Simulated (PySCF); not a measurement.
A run for PySCF: R-B3LYP/6-31G* on COS (SMILES O=C=S) with ghost functions, monomers drawn apart or pushed together.

```python
from pyscf import gto, scf, dft, mp
from pyscf.data.elements import chemcore

mol = gto.M(
    atom='''
    O     1.42888886    0.60524587    0.11109722
    C     0.38896886    0.17318790   -0.14694875
    S    -1.01719678   -0.41113910   -0.49456255
    ghost-H    0.50119107    0.20411293    3.49632513
    ghost-H   -0.18369553   -0.08169799    3.44038049
    ''',
    basis='6-31g*',
    cart=True,
    charge=0, spin=0, verbose=3, max_memory=1800)
mf = dft.RKS(mol, xc='b3lyp')
mf.conv_tol = 1e-8
mf.max_cycle = 100
mf.kernel()
if not mf.converged:
    mf = mf.newton().run(mf.mo_coeff, mf.mo_occ)
```

It printed:

```
converged SCF energy = -511.535309610631
```

Self-consistency was reached.

Cost: around 2.4 core-seconds (rough).
